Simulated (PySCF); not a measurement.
CH₁₁NOSi₃, SMILES C([Si@H]([SiH3])O)N[SiH3].

The structure is a stationary point at B3LYP-D3(BJ)/def2-SVP. The structure was generated by enumeration; whether it is a known compound was not checked. Other conformers were not sampled.

Calculation: B3LYP-D3(BJ)/def2-SVP (PySCF).

Frequencies are harmonic and unscaled.

Computed vibrational spectrum:
```
mode  ν (cm⁻¹)  IR (km/mol)  moving atoms (share of kinetic energy)
----  --------  -----------  --------------------------------------
1           41          0.2         Si 32 %, H 25 %, C 23 %, N 18 %
2           58          2.1         Si 45 %, H 23 %, O 16 %, C 11 %
3           83          0.7                         H 77 %, Si 13 %
4           90          0.7            H 75 %, Si 9 %, N 8 %, O 8 %
5          129          3.4         H 49 %, Si 18 %, O 14 %, N 14 %
6          150          5.0          H 37 %, O 34 %, Si 18 %, N 9 %
7          199          5.5         Si 40 %, H 23 %, N 18 %, O 16 %
8          220         48.7                         H 75 %, Si 10 %
9          233         18.2         H 47 %, N 27 %, C 12 %, Si 11 %
10         288         39.0          Si 45 %, H 24 %, O 19 %, C 8 %
11         419         32.4                         H 46 %, Si 41 %
12         450         82.7                         H 76 %, Si 16 %
13         490         39.6                         H 78 %, Si 18 %
14         509         16.8                         H 64 %, Si 32 %
15         660          9.0                 H 54 %, C 29 %, Si 12 %
16         685         15.3                 H 71 %, C 13 %, Si 12 %
17         713         38.3                         H 79 %, Si 10 %
18         727        165.3                 H 49 %, Si 26 %, C 20 %
19         757         82.8                          H 84 %, O 13 %
20         816        319.0         H 49 %, O 21 %, Si 17 %, C 11 %
21         837        150.3                 N 37 %, H 30 %, Si 23 %
22         882         99.7                 H 70 %, O 17 %, Si 12 %
23         885         19.3                 H 61 %, Si 18 %, C 12 %
24         902         74.0                         H 84 %, Si 11 %
25         921         80.5                                  H 93 %
26         942         48.0                                  H 97 %
27         947         65.2                                  H 96 %
28         970        168.3                                  H 93 %
29        1003        201.0                                  H 93 %
30        1141         49.1                  N 42 %, C 38 %, H 19 %
31        1178         43.4                           H 87 %, N 8 %
32        1261          2.7                          H 79 %, C 18 %
33        1400         53.7                          H 76 %, N 16 %
34        1456         24.4                                  H 92 %
35        2161        191.7                                  H 96 %
36        2191         80.7                                  H 98 %
37        2205         66.6                                  H 97 %
38        2209        120.8                                  H 97 %
39        2215         91.1                                  H 96 %
40        2230        131.1                                  H 97 %
41        2241        125.2                                  H 97 %
42        2932         54.8                                  H 94 %
43        3032         11.5                           H 92 %, C 8 %
44        3578         34.0                                  H 93 %
45        3870         80.4                                  H 94 %
```
